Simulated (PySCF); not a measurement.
Nuclear quadrupole coupling in `FC(F)(F)c1ccnn1C1CC1`

Species: C₇H₇F₃N₂.
SMILES with atom numbers: `[F:1][C:2]([F:3])([F:4])[c:5]1[cH:6][cH:7][n:8][n:9]1[CH:10]1[CH2:11][CH2:12]1` (hydrogens: H13 on C6; H14 on C7; H15 on C10; H16, H17 on C11; H18, H19 on C12)

Structure used (GFN2-xTB), in Å, numbered top down from 1:
```
atom  x, y, z in Å
F1    -1.1301   -2.1672   -1.1094
C2    -1.7351   -1.5270   -0.0872
F3    -1.4098   -2.2323    1.0184
F4    -3.0503   -1.6798   -0.2625
C5    -1.3505   -0.0984    0.0062
C6    -2.1478    1.0319   -0.0184
C7    -1.2412    2.0887    0.0981
N8    -0.0029    1.6403    0.1867
N9    -0.0667    0.3232    0.1365
C10    1.1083   -0.4779    0.1797
C11    2.2157   -0.1682   -0.7899
C12    2.3760    0.1592    0.6605
H13   -3.2130    1.0712   -0.1074
H14   -1.4383    3.1408    0.1212
H15    0.9056   -1.5094    0.4316
H16    2.7653   -0.9967   -1.2079
H17    2.0514    0.6513   -1.4717
H18    2.3104    1.1969    0.9453
H19    3.0430   -0.4372    1.2626
```

Field gradients from the PBE0/pcSseg-1 density (PySCF, non-relativistic), principal values in atomic units, ordered |Vxx| ≤ |Vyy| ≤ |Vzz|:

| atom | Vxx | Vyy | Vzz |
| --- | --- | --- | --- |
| N8 | 0.2391 | 0.8186 | -1.0577 |
| N9 | 0.2072 | 0.4512 | -0.6584 |

**Question.** Find the asymmetry η = (Vxx − Vyy)/Vzz and the couplings χ = eQV/h (234.96 MHz × Q in barn × V in au), with Q(14N) = 0.02044 b.

**Answer.** 
```csv
atom,environment,nucleus,η,χzz (MHz),χxx (MHz),χyy (MHz)
N8,pyridine-type nitrogen,14N,0.55,-5.08,1.15,3.93
N9,pyrrole-type nitrogen,14N,0.37,-3.162,0.995,2.167
```

**Question.** What is Vzz at N8 in SI units (1 au = 9.71736 × 10²¹ V/m²)?

**Answer.** -1.0577 au = -10.278 × 10²¹ V/m².

**Question.** What couplings would deuterons (Q(2H) = 0.00286 b) have in place of the hydrogens, at this geometry?

**Answer.** 
```csv
atom,bonded to,bond length (Å),Vzz (au),η,χzz (kHz)
H13,C6,1.070,0.3496,0.06,235
H14,C7,1.071,0.3449,0.07,232
H15,C10,1.081,0.3138,0.16,211
H16,C11,1.078,0.3326,0.07,223
H17,C11,1.079,0.3296,0.07,221
H18,C12,1.078,0.3265,0.06,219
H19,C12,1.078,0.3327,0.06,224
```

Geometry: GFN2-xTB, one conformer, isolated molecule. GFN2-xTB bond lengths can be off by several hundredths of an ångström, more for odd bonds, and the gradients follow them. A larger basis could move these couplings by a tenth or more.
